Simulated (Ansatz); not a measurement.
Cartesian coordinates in Å:
```
O -0.3215 -0.8625 2.7297
C -0.5021 -0.8957 1.3886
C -1.2973 -1.8890 0.8786
C -1.5236 -1.9761 -0.5027
C -0.9617 -1.0763 -1.3652
C -0.1375 -0.0445 -0.8708
C 0.4603 0.9016 -1.7321
C 1.2614 1.8971 -1.2475
C 1.5071 1.9933 0.1336
C 0.9434 1.0936 0.9962
C 0.1077 0.0566 0.5278
H 0.2135 -0.1013 2.9670
H -1.7457 -2.5987 1.5630
H -2.1567 -2.7702 -0.8816
H -1.1390 -1.1420 -2.4325
H 0.2692 0.8207 -2.7969
H 1.7112 2.6138 -1.9247
H 2.1462 2.7810 0.5148
H 1.1651 1.1984 2.0545
```

Charge 0, multiplicity 1.

Question: List the CAM-B3LYP/def2-TZVPP orbital energies in eV (the Gaussian-basis code of Ansatz). (An estimate is asked.)

Answer: Computed: Occupied: -523.37, -280.66, -279.31, -279.27, -279.26, -279.10, -279.05, -279.03, -278.95, -278.71, -278.69, -31.41, -26.31, -24.85, -23.35, -22.64, -21.96, -19.42, -19.23, -18.46, -17.30, -16.13, -15.66, -15.17, -14.35, -13.92, -13.64, -13.58, -12.91, -12.41, -12.19, -12.18, -11.15, -11.03, -10.76, -9.23, -8.35, -7.11. Lowest empty: -0.15, 0.53, 1.77, 1.95, 2.50, 2.89, 3.19, 3.65.
